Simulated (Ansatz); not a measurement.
Reaction (ligand exchange at the Si–Se bond): `[SeH][SiH]1[CH2][AlH]1` + H–F → `F[SiH]1[CH2][AlH]1` + H₂Se

Gas-phase electronic energies from Ansatz, PBE0-D4/def2-TZVP geometries. CCSD(T)/CBS adds triple-zeta CCSD(T) − MP2 to the extrapolated MP2 energy (def2 sets, frozen cores). This one scheme is used for every species. Functionals use def2-TZVPP. For Se outer-core shells are correlated without core-valence functions, which leaves a few kJ/mol of doubt a bond. Scalar relativity is left out up to krypton. One conformer a species, not always the lowest.

`[SeH][SiH]1[CH2][AlH]1`:

```xyz
9

Se    2.014   -1.887   -0.396
Si    0.784   -0.172    0.479
C    -1.109   -0.081    0.333
Al   -0.445    1.676   -0.225
H     1.735   -1.515   -1.789
H     1.186   -0.145    1.912
H    -1.781   -0.456    1.102
H    -1.426   -0.489   -0.643
H    -0.956    3.071   -0.772
```

H–F:

Cartesian coordinates in Å:
```
F -0.141 -0.148 0.412
H 0.141 0.148 -0.412
```

`F[SiH]1[CH2][AlH]1`:

```xyz
8

F    -1.675   -1.502   -1.084
Si   -1.100   -0.326   -0.152
C     0.559    0.441   -0.537
Al    0.662   -0.134    1.346
H    -2.160    0.713   -0.067
H     1.265   -0.349   -0.869
H     0.719    1.326   -1.151
H     1.730   -0.168    2.514
```

H₂Se:

Z-matrix (Å, degrees):
```
Se
H 1 1.467
H 1 1.467 2 91.2
```

CCSD(T)/CBS gives -0.55 eV.

Another level gave -0.54 eV. Which?
A. PBE/def2-TZVPP
B. PBE-D4/def2-TZVPP
C. r2SCAN-D4/def2-TZVPP
D. HF/def2-TZVPP

A. PBE -0.54, PBE-D4 -0.48, r2SCAN-D4 -0.61, HF/def2-TZVPP -0.82 eV.

Largest T1 diagnostic among the species: 0.013.

The D4 term adds +0.09 eV with B3LYP and +0.05 eV with PBE0; it sums over pairs of atoms, weighted by their polarisabilities, and B3LYP, whose exchange is more repulsive, gets the larger term. In def2-TZVPP, CCSD(T) changes the Hartree–Fock value by +0.24 eV (the triples alone add +0.05 eV) and MP2 by +0.31 eV.

B3LYP here is the variant with VWN-RPA as its local correlation; programs differ in this.
